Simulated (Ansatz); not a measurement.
`[SiH3][N]([SiH3])[Zn][Cl]` and `[F][Zn][N]([SiH3])[SiH3]` differ in one element.

Ansatz, PBE0-D4/def2-TZVP geometries, multiplicity 1. Each molecule was computed in one conformer, which needn't be the lowest.

Scalar relativity is left out up to krypton.

| property | `[SiH3][N]([SiH3])[Zn][Cl]` |
| --- | --- |
| HOMO energy (PBE0/def2-TZVPP) / eV | -7.71 |
| LUMO energy (ωB97M-V/def2-TZVPP) / eV | 0.28 |
| HOMO energy (ωB97M-V/def2-TZVPP) / eV | -9.97 |
| HOMO energy (B3LYP/def2-TZVPP) / eV | -7.49 |
| size of the dipole moment (ωB97M-V/def2-TZVPP) / D | 0.89 |
| ideal-gas entropy at 298 K and 1 bar (rigid rotor, harmonic PBE0-D4/def2-TZVP) / J/(mol·K) | 413 |

Question: What does the change do to each property? (Best estimate.)

Answer: Computed: 
| property | `[F][Zn][N]([SiH3])[SiH3]` | shift |
| --- | --- | --- |
| HOMO energy (PBE0/def2-TZVPP) / eV | -7.78 | -0.07 |
| LUMO energy (ωB97M-V/def2-TZVPP) / eV | 0.17 | -0.11 |
| HOMO energy (ωB97M-V/def2-TZVPP) / eV | -10.04 | -0.07 |
| HOMO energy (B3LYP/def2-TZVPP) / eV | -7.57 | -0.08 |
| size of the dipole moment (ωB97M-V/def2-TZVPP) / D | 1.45 | 0.56 |
| ideal-gas entropy at 298 K and 1 bar (rigid rotor, harmonic PBE0-D4/def2-TZVP) / J/(mol·K) | 402 | -11 |

Dipoles are sizes alone; their direction can turn. Modes under 60 cm⁻¹, often nearly free rotors, make the harmonic entropy too high.

Positive LUMOs are unbound, so they and the gaps depend on the basis.

B3LYP here is the variant with VWN-RPA as its local correlation; programs differ in this.
